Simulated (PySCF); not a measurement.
Ligands exchanged one at a time, Ge NH2-OCH3. Gas-phase values, no solvent. One relaxed conformer stands for each flexible species; it need not be the lowest. Strings in code marks are SMILES.

The four lowest singlet excitations (Tamm–Dancoff). Computed with PBE-D3(BJ)/def2-TZVP // r2SCAN-D4/def2-SVP run with PySCF 2.14.0. Excitations are Tamm–Dancoff values on a coarser integration grid. The basis has no diffuse functions, so Rydberg states are missing or too high.

```tsv
state	energy (eV)	wavelength (nm)	oscillator strength
S1	5.53	224	0.008
S2	5.72	217	0.016
S3	5.91	210	0.030
S4	5.94	209	0.045
```

Name which member gives these states.
A. `C[O][Ge]([NH2])([NH2])[O]C`
B. `[NH2][Ge]([NH2])([NH2])[NH2]`
C. `C[O][Ge]([NH2])([NH2])[NH2]`
D. `C[O][Ge]([O]C)([O]C)[O]C`

A, `C[O][Ge]([NH2])([NH2])[O]C`
